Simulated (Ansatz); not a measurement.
H4P2, triplet, at a GFN2-xTB geometry of the parent state (a higher spin typed on purpose: for a closed-shell molecule this is an excited state); Ansatz (a first-principles code) with BLYP/6-31G*.

Input for Ansatz:
Ansatz 0.2 input:
```yaml
crystal:
  periodic: [false, false, false]
  atoms:
    - {symbol: P, position_ang: [-0.96539623, -0.47513455, -0.03279552]}
    - {symbol: P, position_ang: [0.96539623, 0.47513455, 0.03279552]}
    - {symbol: H, position_ang: [-1.49020664, 0.30760915, 0.99617880]}
    - {symbol: H, position_ang: [-1.46238425, 0.38946218, -1.00869367]}
    - {symbol: H, position_ang: [1.46238425, -0.38946218, 1.00869367]}
    - {symbol: H, position_ang: [1.49020664, -0.30760915, -0.99617880]}
basis:
  gaussian:
    orbitals: 6-31G*
hamiltonian:
  xc: blyp
magnetization: {spin_polarized: false, initial_magnetization: 2}
```

It wrote (shortened):

```
Functional definition: BLYP
458 factors; integrals over basis functions are off by at most 8.6e-4 eV
mean field evaluation 1: about -18634.9923 eV, gradient 1.6e1 eV
mean field evaluation 2: about -18634.9802 eV, gradient 1.6e1 eV
mean field evaluation 4: about -18636.0175 eV, gradient 2.5e0 eV
mean field evaluation 8: about -18636.0414 eV, gradient 9.5e-3 eV
mean field evaluation 16: about -18635.1875 eV, gradient 5.1e0 eV
mean field evaluation 32: about -18634.8955 eV, gradient 5.5e-6 eV
mean field evaluation 64: about -18633.4814 eV, gradient 1.5e1 eV
mean field -18636.04143302 eV, -684.8618907010 hartree, gradient 1.4e-5 eV, S^2 2.000000; 11 other end points of the search recorded, 0 dependent functions left out
reference -18636.04170608 eV, -684.8619007356 hartree; 18, 16 occupied and 28, 30 virtual orbitals, 458 factors
Total energy: -18636.04170608 eV, -684.8619007356 hartree
```
